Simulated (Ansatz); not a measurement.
`BOCC` → `CB(C)O`  (isomerisation)

Computed with Ansatz on PBE0-D4/def2-TZVP structures; ΔE is electronic, products minus reactants. CBS: MP2 limit from def2 TZ/QZ plus the TZ coupled-cluster correction, frozen cores. Functionals use def2-TZVPP. One conformer a species, not always the lowest.

`BOCC`:

```xyz
11

B    -1.870    0.519    0.329
O    -0.810   -0.233    0.647
C     0.524    0.193    0.404
C     1.185   -0.711   -0.606
H    -2.951    0.063    0.565
H    -1.716    1.603   -0.172
H     0.519    1.233    0.060
H     1.052    0.152    1.361
H     1.160   -1.749   -0.268
H     0.678   -0.651   -1.572
H     2.228   -0.419   -0.747
```

`CB(C)O`:

```xyz
11

C    -1.139   -0.951    0.165
B     0.254   -0.230    0.193
C     0.482    1.176   -0.481
O     1.271   -0.878    0.830
H    -1.085   -1.993    0.485
H    -1.831   -0.430    0.838
H    -1.601   -0.906   -0.826
H     1.432    1.655   -0.226
H     0.455    1.061   -1.572
H    -0.326    1.873   -0.239
H     2.090   -0.377    0.834
```

CCSD(T)/CBS gives -1.40 eV.

(1) Another level gave -1.42 eV. Which?
A. RPA@PBE/def2-TZVPP
B. PBE/def2-TZVPP
C. BLYP-D4/def2-TZVPP
D. r2SCANh-D4/def2-TZVPP

(2) What do rigid-rotor, harmonic-oscillator terms from PBE0-D4/def2-TZVP frequencies (298.15 K, 1 bar) make of the CCSD(T)/CBS value? (An estimate is asked.)

Largest T1 diagnostic among the species: 0.013.

Results:

(1) B. PBE -1.42, RPA@PBE/def2-TZVPP -1.24, BLYP-D4 -1.32, r2SCANh-D4 -1.47 eV.

(2) Ansatz gave: ΔZPE = 0.00 eV, ΔH = -1.39 eV, ΔS = 17 J/(mol·K), ΔG = -1.44 eV.

In def2-TZVPP, CCSD(T) changes the Hartree–Fock value by −0.13 eV (the triples alone add −0.00 eV) and MP2 by −0.19 eV. Leaving LDA and LC-ωPBE aside and taking each functional with its dispersion term where it has one, the values, not all of them listed here, spread over 0.19 eV, from B97M-V to BLYP-D4. LDA lies −0.04 eV from PBE without D4. At CCSD(T), def2-SVP lies +0.14 eV from the extrapolated value and def2-TZVPP +0.03 eV.
